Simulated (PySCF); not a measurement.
Z-matrix (Å, degrees):
```
Br
```
Charge 0, spin multiplicity 2.

Question: Predict the total energy, highest occupied spin orbital and dipole moment from PBE-D3(BJ)/def2-TZVP (PySCF).

Answer: 
| Property | Value |
|---|---|
| total energy | -2573.7208 Ha |
| highest occupied spin orbital | -7.43 eV |
| dipole moment | 0.00 D |
